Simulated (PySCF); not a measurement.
How methods differ on the ionisation energy of Nd⁴⁸⁺

Nd⁴⁸⁺ [Ne] 3s2 (1S) → Nd⁴⁹⁺ [Ne] 3s1 (2S), as a difference of total energies. All numbers are calculated (PySCF 2.14, the non-relativistic Hamiltonian (point nucleus), in an even-tempered Gaussian basis (16 s from 11 bohr⁻², ratio 2.5; 10 p from 14 bohr⁻², ratio 2.5; 4 d from 52 bohr⁻², ratio 2.7; 4 f from 78 bohr⁻², ratio 2.7)). Correlated levels: outer shells: 1s2 frozen; virtual orbitals above 40 to 60 times the deepest correlated orbital energy dropped. The calculations carry no spin-orbit coupling.

```
                method  ionisation energy (eV)
                   UHF                  4003.3
                   LDA                  4007.7
                   PBE                  4010.2
                  PBE0                  4008.7
                r2SCAN                  4002.8
                M06-2X                  4008.6
                PBEsol                  4007.7
    MP2 (outer shells)                  4007.8
SCS-MP2 (outer shells)                  4008.4
```

**Question.** How much does correlation contribute at MP2 (outer shells)?

**Answer.** 4007.8 − (4003.3) = 4.5 eV, measured against UHF.

The gap to the reference is mostly relativistic.

For comparison: 4198 ± 4 eV (theoretical estimate listed by NIST; NIST Atomic Spectra Database, ionization energies).
